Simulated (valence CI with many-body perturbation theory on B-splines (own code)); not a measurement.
# Zn¹⁷⁺: key properties

Calculated by configuration interaction combined with many-body perturbation theory (CI+MBPT): three valence electrons over a frozen Dirac-Fock core [Ne], radial functions for each j: 11 s, 11 p, 9 d, 7 f, 5 g, 2 h, 1 i, with the one-electron correlation potential Σ1, the two-electron term Σ2, the three-electron term Σ3, Breit, model QED; selected CI, second order for the rest (own B-spline code, finite nucleus).

No measured spectrum was set against this ion. As an estimate, levels of excited configurations hold to 0.05 to 0.15 % of their energy, terms of the ground configuration to about 0.5 %.

Names give the largest LS component (configuration and term), which can be under half, so a name can repeat, a term be missing and a line seem to break the LS rules; names also repeat where a configuration has a term twice.

Rates and lifetimes use the calculated energies. Strong lines usually hold to 10 to 20 %, long lifetimes can be off by a factor of two.

Question: What is the ground level?

Answer: 3s2 3p 2P°_1/2, composition 98 % 3s2 3p 2P°, g = 0.664.

Question: Name the longest-lived excited levels whose lifetime is computed, and their main decay.

Answer: 3s2 3p 2P°_3/2 at 39501 cm⁻¹ lives 1.80 ms, mostly by M1 to 3s2 3p 2P°_1/2. The lifetime of 3s 3p 3d 4F°_9/2 is too uncertain to give, and may be longer.

Question: Among levels below 1446900 cm⁻¹, which E1 lines absorb most strongly from the ground level?

Answer: to 3s2 3d 2D_3/2 at 16.41 nm, f = 0.382; to 3s 3p2 2S_1/2 at 21.15 nm, f = 0.230; to 3s 3p2 2P_3/2 at 19.06 nm, f = 0.129.

Question: How is the term 2P° of the ground level split?

Answer: J = 1/2 at 0, J = 3/2 at 39501 cm⁻¹.

Question: What are the static dipole polarisabilities of the lowest levels?

Answer: 3s2 3p 2P°_1/2 0.169; 3s2 3p 2P°_3/2 0.172 (tensor 0.017) bohr³, of which the core gives 0.00282.
